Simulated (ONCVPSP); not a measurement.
**Plane-wave convergence, ONCV potential for palladium (Pd)**

| Item | Value |
| --- | --- |
| Element | Pd |
| Generator | ONCVPSP 4.0.1 |
| Type | optimised norm-conserving Vanderbilt (ONCV) |
| Functional | PBE |
| Relativity | fully relativistic |
| Frozen core | [Ar] 3d10 |
| Valence charge | 18 |
| Reference configuration | 4s2 4p6 4d9.5 (charge +0.5) |
| Partial waves | 4s: rc 0.90 bohr, ncon 4, nbas 8, qcut 6.7 1/bohr, 2 projectors, debl 1.1 Ha; 4p: rc 1.50 bohr, ncon 3, nbas 6, qcut 9.2 1/bohr, 2 projectors, debl 3.8 Ha; 4d: rc 1.80 bohr, ncon 3, nbas 8, qcut 9.6 1/bohr, 2 projectors, debl 0.6 Ha |
| Local potential | polynomial inside 0.75 bohr (lpopt 5, dvloc0 4 Ha) |
| Core correction | Teter function, fcfact 3.75, rcfact 1.25 |

Open shells are filled in proportion to 2j + 1.

In the s channel the program set the typed energies aside and used -3.329, 0.250 Ha.

Q: For each optimised wave give the share of its norm inside rc, the residual kinetic energy above qcut (Ha) and the cutoffs (Ha) for errors of 10, 1, 0.1 and 0.01 mHa per electron.

A:

```
               wave  norm inside rc  residual KE  10 mHa  1 mHa  0.1 mHa  0.01 mHa
                 4s           0.474      4.2e-02    49.4  178.8    214.9     266.7
      s projector 2           0.018      4.1e-03    18.2   48.1    245.2     296.5
           4p j=3/2           0.879      1.3e-06    12.8   18.1     31.0      36.6
p projector 2 j=3/2           0.069      1.0e-06    11.8   16.8     31.5      37.4
           4p j=1/2           0.897      1.1e-06    13.8   17.3     29.3      35.8
p projector 2 j=1/2           0.073      9.8e-07    12.7   16.7     30.4      37.1
           4d j=5/2           0.720      5.1e-09    21.3   27.2     32.3      36.6
d projector 2 j=5/2           0.084      1.7e-09    16.8   23.7     29.5      34.3
           4d j=3/2           0.733      5.9e-09    21.6   27.5     32.5      36.8
d projector 2 j=3/2           0.080      1.9e-09    17.0   23.9     29.7      34.5
```

The occupied waves need 179 Ha and 215 Ha for 1 and 0.1 mHa. Note: ghosts flagged at negative energy: d5/2 at -209.3 eV; GHOST(+) flagged for d3/2 at 222.9 eV. A true bound ghost makes a file unfit for plane-wave use.
